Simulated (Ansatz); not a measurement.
Question: Name a neutral molecule of C, Ge, N, Si and H with LUMO energy (PBE/def2-TZVPP) between -0.95 and -0.65 eV and HOMO energy (PBE0/def2-TZVPP) between -6.50 and -6.20 eV (Ansatz, PBE0-D4/def2-TZVP geometry).

Answer: `[GeH3][NH]C1=C[SiH2]1` (-0.74 eV, -6.40 eV); `C[NH][GeH2][SiH3]` (-0.82 eV, -6.49 eV). Other molecules can fit too; these were computed, each in one conformer that needn't be the lowest.
